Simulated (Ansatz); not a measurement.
Gas-phase electronic energies from Ansatz, PBE0-D4/def2-TZVP geometries. CCSD(T)/CBS is the MP2 limit (def2-TZVPP, def2-QZVPP) plus CCSD(T) − MP2 in def2-TZVPP, frozen cores. DFT in def2-TZVPP. B3LYP here is the variant with VWN-RPA as its local correlation; programs differ in this. For Ge outer-core shells are correlated without core-valence functions, which leaves a few kJ/mol of doubt a bond. Scalar relativity is left out up to krypton. One conformer a species, not always the lowest.

`[F][GeH]([F])[SiH3]` + `O[Si@H]1O[C@H]1F` → `F[C@H]1O[Si@H]1[SiH3]` + `[OH][GeH]([F])[F]`  (redistribution)

```csv
level,ΔE (kJ/mol)
r2SCAN-D4,70.8
PBE,67.1
PBE0,69.5
B3LYP,78.0
HF/def2-QZVPP,78.8
MP2/def2-QZVPP,74.2
SCS-MP2/def2-QZVPP,74.4
MP2/CBS(def2),76.6
```

Question: What does CCSD(T)/CBS give? (Best estimate.)

Answer: The calculation gave: +73.9 kJ/mol. The listed levels differ from it by -3.1, -6.8, -4.4, 4.1, 4.9, 0.3, 0.5, 2.7 kJ/mol.

Largest T1 diagnostic among the species: 0.016.

In def2-TZVPP, CCSD(T) changes the Hartree–Fock value by −10.3 kJ/mol (the triples alone add −2.9 kJ/mol) and MP2 by −7.7 kJ/mol.

CCSD(T)/CBS has its own doubt, a few kJ/mol and more with outer-core shells, so smaller differences from it don't rank the levels.
